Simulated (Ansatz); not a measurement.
Reaction (redistribution): `CO[SiH2][SiH2]N` + `O[C](F)(F)[AlH2]` → `CO[SiH2][AlH2]` + `N[SiH2]C(O)(F)F`

Calculated with Ansatz (gas phase, PBE0-D4/def2-TZVP geometries, no zero-point term in ΔE). CCSD(T)/CBS adds triple-zeta CCSD(T) − MP2 to the extrapolated MP2 energy (def2 sets, frozen cores). One conformer a species, not always the lowest.

```
         level  ΔE (kJ/mol)
 HF/def2-TZVPP        -21.3
MP2/def2-TZVPP        -12.8
```

Task: What does CCSD(T)/CBS give? (Estimate.)

Result: Ansatz gave: -13.8 kJ/mol. The listed levels differ from it by -7.5, 1.0 kJ/mol.

Largest T1 diagnostic among the species: 0.013.

The D4 term adds +3.2 kJ/mol with B3LYP and +1.9 kJ/mol with PBE0; it sums over pairs of atoms, weighted by their polarisabilities, and B3LYP, whose exchange is more repulsive, gets the larger term. From PBE to PBE0 (25 % exact exchange), in def2-TZVPP and without D4, ΔE moves by −3.2 kJ/mol.

B3LYP here is the variant with VWN-RPA as its local correlation; programs differ in this.
